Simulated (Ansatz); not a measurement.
A CCSD(T) single point on CHBF4O (`FBOC(F)(F)F`).

```yaml
crystal:
  periodic: [false, false, false]
  atoms:
    - {symbol: F, position_ang: [-0.025965, -1.836184, -0.522770]}
    - {symbol: B, position_ang: [-0.182051, -0.706235, -1.176529]}
    - {symbol: O, position_ang: [-0.110796, 0.495316, -0.526722]}
    - {symbol: C, position_ang: [0.118349, 0.637814, 0.801377]}
    - {symbol: F, position_ang: [0.122914, 1.927929, 1.088157]}
    - {symbol: F, position_ang: [-0.827004, 0.048977, 1.528248]}
    - {symbol: F, position_ang: [1.293407, 0.124590, 1.154368]}
    - {symbol: H, position_ang: [-0.388854, -0.692217, -2.346140]}
basis:
  gaussian: {orbitals: def2-TZVPP}
correlation: {method: ccsd_t}
```

```sh
$ ansatz run in.yaml --threads 2 --pin off --events-out ev --progress --plain --max-ram 22528MiB --backend cuda --devices 0, --max-vram 18GiB
```

Log, shortened:

```
Functional definition: HF
1531 factors; integrals over basis functions are off by at most 1.4e-3 eV
mean field evaluation 1: about -14583.1546 eV, gradient 5.5e1 eV
mean field evaluation 2: about -14583.4042 eV, gradient 5.6e1 eV
mean field evaluation 4: about -14588.5522 eV, gradient 3.5e0 eV
mean field evaluation 8: about -14588.6049 eV, gradient 2.8e-1 eV
mean field -14588.60510552 eV, -536.1213491163 hartree, gradient 2.5e-6 eV, S^2 0.000000; 0 other end points of the search recorded, 0 dependent functions left out
7 core orbitals not correlated: weight in the atoms' cores, before any rotation towards them, 1.000 or more for the frozen orbitals, at most 0.000 for the correlated occupied ones
reference -14588.60510552 eV, -536.1213491163 hartree; 21, 21 occupied and 203, 203 virtual orbitals, 1531 factors
second order -39.85980899 eV of doubles, -0.00000000 eV of singles
cycle   1  -39.17805592 eV  change    6.8e-1 eV  update   1.2e-1
cycle   2  -39.96972406 eV  change   -7.9e-1 eV  update   3.3e-2
cycle   3  -40.13784082 eV  change   -1.7e-1 eV  update   1.7e-2
cycle   4  -40.10881088 eV  change    2.9e-2 eV  update   3.7e-3
cycle   5  -40.10555986 eV  change    3.3e-3 eV  update   1.6e-3
cycle   6  -40.10729804 eV  change   -1.7e-3 eV  update   4.4e-4
cycle   7  -40.10707269 eV  change    2.3e-4 eV  update   1.5e-4
cycle   8  -40.10692693 eV  change    1.5e-4 eV  update   4.3e-5
cycle   9  -40.10693486 eV  change   -7.9e-6 eV  update   1.9e-5
perturbative correction -1.29381359 eV, -0.0475467726 hartree
Total energy: -14630.00585398 eV, -537.6427985597 hartree
```

It took 5 s on 2 threads of an AMD EPYC 7R13 on a shared host and a share of an NVIDIA H100 80 GB, with 0.85 GiB of host memory at the peak.

Correlation energy per correlated electron: -0.986 eV. T1 diagnostic: 0.0125.
